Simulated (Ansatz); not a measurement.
Single points on CrCl₂.

```yaml
crystal:
  periodic: [false, false, false]
  atoms:
    - {symbol: Cr, position_ang: [0.406725, 0.230042, 0.005093]}
    - {symbol: Cl, position_ang: [-0.217795, -0.133193, 1.969785]}
    - {symbol: Cl, position_ang: [-0.188931, -0.096849, -1.974888]}
basis:
  gaussian: {orbitals: def2-TZVP, initial_orbitals: start.molden}
hamiltonian: {xc: lda}
scf: {omitted_lower_state_checks: [starts]}
output: {orbitals: {seedname: orbitals}}
```

The file start.molden holds the orbitals of an earlier run on this structure, at another level or in another basis.

```sh
$ ansatz run in.yaml --threads 2 --pin off --events-out ev --progress --plain --max-ram 4352MiB
```

Output, abridged:

```
Functional definition: SPW92
941 factors; their error is unknown
mean field evaluation 1: about -53325.1970 eV, gradient 2.6e1 eV
mean field evaluation 2: about -53325.6955 eV, gradient 1.2e0 eV
mean field evaluation 4: about -53325.6718 eV, gradient 2.7e-1 eV
mean field evaluation 8: about -53325.6719 eV, gradient 2.1e-5 eV
mean field evaluation 16: about -53325.6719 eV, gradient 1.5e-4 eV
mean field -53325.67190070 eV, -1959.6822969119 hartree, gradient 5.7e-6 eV, S^2 0.000000; 0 other end points of the search recorded, 0 dependent functions left out
reference -53325.67194316 eV, -1959.6822984724 hartree; 29, 29 occupied and 90, 90 virtual orbitals, 941 factors
Total energy: -53325.67194316 eV, -1959.6822984724 hartree
Checks for a lower state left out: starts
```

Hardware: 2 threads of Intel Xeon 6975P-C on a shared host. Wall time 1.2 s.

The first input with `hamiltonian: {xc: {name: r2SCAN0}, dispersion: d4}` (abridged; 7 s):

```
Functional definition: r2SCAN0
mean field evaluation 16: about -53463.8009 eV, gradient 8.3e-6 eV
mean field -53463.80094216 eV, -1964.7584455584 hartree, gradient 8.5e-6 eV, S^2 0.000000
Total energy: -53463.82356046 eV, -1964.7592767656 hartree
Checks for a lower state left out: starts
```

As the first input, with `gaussian: {orbitals: "def2-QZVPP.json", initial_orbitals: start.molden}`, `correlation: {method: mp2}` and without the key `hamiltonian` (abridged; 28 s):

```
Functional definition: HF
mean field -53398.93804029 eV, -1962.3747778806 hartree, gradient 8.0e-6 eV, S^2 0.000000; unrestricted orbitals would lower it
mean field evaluation 16: about -53400.4230 eV, gradient 1.0e1 eV
mean field evaluation 32: about -53400.8805 eV, gradient 5.4e-1 eV
unrestricted determinant -53400.88126215 eV, -1962.4461899668 hartree, S^2 1.9822
15 core orbitals not correlated: weight in the atoms' cores, before any rotation towards them, 1.000 or more for the frozen orbitals, at most 0.000 for the correlated occupied ones
second order -24.58099222 eV of doubles, -0.00000000 eV of singles
Total energy: -53423.51903251 eV, -1963.2781126831 hartree
Checks for a lower state left out: starts
```

As the first input, with `correlation: {method: mp2}` and without the key `hamiltonian` (abridged; 6 s):

```
Functional definition: HF
mean field -53397.49366162 eV, -1962.3216979433 hartree, gradient 3.0e-6 eV, S^2 0.000000; unrestricted orbitals would lower it
mean field evaluation 16: about -53398.2513 eV, gradient 2.2e0 eV
mean field evaluation 32: about -53399.3139 eV, gradient 2.1e-2 eV
unrestricted determinant -53399.31476067 eV, -1962.3886220992 hartree, S^2 1.9777
15 core orbitals not correlated: weight in the atoms' cores, before any rotation towards them, 1.000 or more for the frozen orbitals, at most 0.000 for the correlated occupied ones
second order -20.13779928 eV of doubles, -0.00000000 eV of singles
Total energy: -53417.63146090 eV, -1963.0617484171 hartree
Checks for a lower state left out: starts
```

First input, but with `hamiltonian: {xc: {name: LC-wPBE}}` (abridged; 3.3 s):

```
Functional definition: LC-wPBE
mean field evaluation 16: about -53455.2423 eV, gradient 2.4e-5 eV
mean field -53455.24230651 eV, -1964.4439214995 hartree, gradient 7.6e-6 eV, S^2 0.000000
Total energy: -53455.24230651 eV, -1964.4439214997 hartree
Checks for a lower state left out: starts
```

The first input with `hamiltonian: {xc: {name: BLYP}, dispersion: d4}` (abridged; 2.3 s):

```
Functional definition: BLYP
mean field evaluation 16: about -53469.1855 eV, gradient 5.2e-4 eV
mean field -53469.18545581 eV, -1964.9563227856 hartree, gradient 9.8e-6 eV, S^2 0.000000
Total energy: -53469.36364563 eV, -1964.9628711404 hartree
Checks for a lower state left out: starts
```

The first input with `hamiltonian: {xc: {name: B3LYP}, dispersion: d4}` (abridged; 3.4 s):

```
Functional definition: B3LYP
mean field evaluation 16: about -53469.1302 eV, gradient 1.3e-5 eV
mean field -53469.13015871 eV, -1964.9542906546 hartree, gradient 5.8e-6 eV, S^2 0.000000
Total energy: -53469.27032263 eV, -1964.9594415835 hartree
Checks for a lower state left out: starts
```

Geometry: PBE-D4/def2-TZVP.

LC-ωPBE has ω = 0.4 bohr⁻¹. B3LYP takes the VWN-RPA correlation. Correlated methods freeze 15 core orbitals; core or outer-core shells of Cr are correlated, in sets that lack core-valence functions. The restricted singlet is unstable towards broken spin symmetry at other levels; at LDA (SPW92)/def2-TZVP, r2SCAN0-D4/def2-TZVP, LC-ωPBE/def2-TZVP, BLYP-D4/def2-TZVP and others this wasn't settled. At LDA (SPW92)/def2-TZVP an occupied level lies above an empty one. At MP2/def2-QZVPP, MP2/def2-TZVP the restricted singlet (for correlated methods, its reference) is unstable: a solution with broken spin symmetry lies lower. At PBE0-D4/def2-TZVP a quintet of charge 0 lies 3.25 eV below the restricted singlet, each at its own geometry.
